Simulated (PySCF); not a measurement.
**Mayer bond orders and bond lengths**

C6H7O2P3.
SMILES with atom numbers: `[CH3:1][O:2][C:3](=[O:4])[c:5]1[p:6][cH:7][p:8][c:9]([CH3:10])[p:11]1` (hydrogens: H12, H13, H14 on C1; H15 on C7; H16, H17, H18 on C10)

Cartesian coordinates in Å at the GFN2-xTB level; atoms count from 1:
```xyz
18
C6H7O2P3 angstrom
C     -3.982   -0.023   -0.240
O     -2.646   -0.472   -0.100
C     -1.690    0.467   -0.050
O     -1.896    1.657   -0.128
C     -0.362   -0.123    0.105
P     -0.375   -1.862    0.200
C      1.294   -2.264    0.406
P      2.777   -1.377    0.500
C      2.363    0.311    0.334
C      3.560    1.233    0.343
P      0.840    1.141    0.154
H     -4.380    0.275    0.732
H     -4.020    0.833   -0.917
H     -4.554   -0.857   -0.640
H      1.457   -3.336    0.499
H      4.359    0.840    0.971
H      3.958    1.339   -0.668
H      3.286    2.227    0.695
```

Bond orders from the PBE0/pcSseg-1 density (PySCF). The structure is a single GFN2-xTB conformer in the gas phase; no vibrational or solvent corrections. GFN2-xTB frequencies show an imaginary mode (33i cm⁻¹), so this geometry is no minimum at that level.

Q: Where do the orders between heavy atoms depart from those drawn in the SMILES?

A: The largest departure is 0.244, at C5–P6 (drawn aromatic, 1.256), counting aromatic bonds as 1.5. Drawn single, order below 0.88: C1–O2 (0.867). The bonds drawn aromatic range from 1.26 to 1.32.

Q: Give the Mayer order of every bond, beside its length.

A: 
```
   bond  drawn as  length (Å)  Mayer order
  C1–O2    single       1.417        0.867
  O2–C3    single       1.341        1.087
  C3–O4    double       1.210        1.915
  C3–C5    single       1.461        0.983
  C5–P6  aromatic       1.742        1.256
  P6–C7  aromatic       1.729        1.286
  C7–P8  aromatic       1.731        1.323
  P8–C9  aromatic       1.746        1.267
 C9–C10    single       1.511        1.032
 C9–P11  aromatic       1.744        1.261
 P11–C5  aromatic       1.745        1.271
 C1–H12    single       1.092        0.968
 C1–H13    single       1.092        0.958
 C1–H14    single       1.088        0.968
 C7–H15    single       1.088        0.934
C10–H16    single       1.090        0.953
C10–H17    single       1.092        0.945
C10–H18    single       1.089        0.954
```

Bonds between the same two heavy elements. C–O: lowest C1–O2 (0.867, 1.417 Å), highest C3–O4 (1.915, 1.210 Å). C–C: lowest C3–C5 (0.983, 1.461 Å), highest C9–C10 (1.032, 1.511 Å); in 1 of the 1 pairs the longer bond (by over 0.003 Å) has the higher order (by 0.02 or more). C–P: lowest C5–P6 (1.256, 1.742 Å), highest C7–P8 (1.323, 1.731 Å).

Q: Sum the orders of all bonds at each heavy atom with more than one neighbour and set the sums beside the valence in the SMILES.

A: C1 3.761 (drawn 4), O2 1.954 (drawn 2), C3 3.985 (drawn 4), C5 3.510 (drawn 4), P6 2.542 (drawn 3), C7 3.543 (drawn 4), P8 2.590 (drawn 3), C9 3.560 (drawn 4), C10 3.884 (drawn 4), P11 2.532 (drawn 3). Orders between atoms that aren't bonded are not in these sums.

For a closed shell the Mayer order of atoms A and B is Σ (PS)μν (PS)νμ over the basis functions μ on A and ν on B, with P the density and S the overlap matrix.
